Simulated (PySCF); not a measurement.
# TDDFT excited states: C7H14O

Compound: C7H14O.
Numbering: `[CH3:1][O:2][CH:3]1[CH2:4][CH2:5][CH2:6][CH2:7][CH2:8]1` (hydrogens: H9, H10, H11 on C1; H12 on C3; H13, H14 on C4; H15, H16 on C5; H17, H18 on C6; H19, H20 on C7; H21, H22 on C8)

Cartesian coordinates in Å at the PBE0-D3(BJ)/def2-SVP level; atoms count from 1:
```xyz
22
C7H14O angstrom
C      3.0238   -0.1502    0.1807
O      1.8468   -0.5272    0.8217
C      0.6662   -0.3063    0.0923
C      0.2857    1.1711    0.0154
C     -1.0593    1.3681   -0.6769
C     -2.1586    0.5553   -0.0021
C     -1.7811   -0.9204    0.0746
C     -0.4339   -1.1160    0.7594
H      3.1137   -0.6123   -0.8231
H      3.8655   -0.4969    0.7971
H      3.1207    0.9455    0.0579
H      0.8023   -0.6845   -0.9461
H      1.0688    1.7437   -0.5067
H      0.2428    1.5590    1.0486
H     -0.9744    1.0555   -1.7336
H     -1.3224    2.4378   -0.6948
H     -3.1144    0.6819   -0.5357
H     -2.3183    0.9420    1.0206
H     -1.7353   -1.3361   -0.9484
H     -2.5599   -1.4929    0.6031
H     -0.4918   -0.7946    1.8140
H     -0.1379   -2.1765    0.7703
```

The calculation used TDDFT PBE0/def2-SVPD, vertical, gas phase, core orbitals frozen in the response (PySCF 2.14.0, density-fitted response routines).

List the vertical singlet excitations with oscillator strengths and describe the spectrum.

```
state  E (eV)  E (kJ/mol)  λ (nm)       f  main configurations (H = HOMO, L = LUMO)
   S1    6.87         663   180.4   0.011                    H→L (85%), H→L+1 (13%)
   S2    7.32         707   169.3   0.010                    H→L+1 (78%), H→L (11%)
   S3    7.44         718   166.7  0.0046                               H→L+2 (90%)
   S4    7.65         739   162.0  0.0059                               H→L+3 (86%)
   S5    8.04         776   154.1   0.010      H→L+4 (45%), H→L+5 (34%), H→L+7 (9%)
   S6    8.13         785   152.4  0.0099                               H-1→L (96%)
   S7    8.27         798   150.0   0.012                  H→L+5 (45%), H→L+4 (44%)
   S8    8.46         816   146.6   0.021                H-1→L+1 (61%), H-2→L (28%)
   S9    8.50         820   145.9   0.017                H-2→L (65%), H-1→L+1 (25%)
  S10    8.57         827   144.7   0.016   H→L+7 (30%), H→L+6 (27%), H-1→L+2 (25%)
```

Triplets (Tamm–Dancoff): T1 6.74 eV, H→L (78%), H→L+1 (17%); T2 7.20 eV, H→L+1 (63%), H→L (14%), H→L+2 (9%); T3 7.36 eV, H→L+2 (83%); T4 7.56 eV, H→L+3 (62%), H→L+5 (19%).

The lowest singlet lies at 6.87 eV (180 nm, vacuum ultraviolet) and is weak; its leading configuration is HOMO→LUMO (85%). The strongest level in the table is S8 at 8.46 eV (147 nm, f = 0.021). Löwdin shares by element: HOMO oxygen 52%, carbon 27% or more (atoms not listed hold the other 21%); LUMO carbon 25% or more, hydrogen 7% or more (atoms not listed hold the other 68%). The oscillator strengths of these states sum to 0.118; summed over the whole spectrum of an exact calculation they would give the number of electrons, 64 (Thomas–Reiche–Kuhn). The listed states span 1.70 eV, and the widest gap between neighbours is 0.45 eV (S1 to S2). Of the 10 states listed, 7 reach f = 0.01 and none stays under 0.0005. No computed singlet lies in the visible range (380 to 750 nm); the lowest, at 180 nm, stands 3.61 eV above its violet end (3.26 eV). The vertical ionisation energy (ΔSCF) is 9.17 eV, 0.60 eV above S10. Singlets were solved by full linear response, triplets in the Tamm–Dancoff approximation.

One conformer stands for the species.
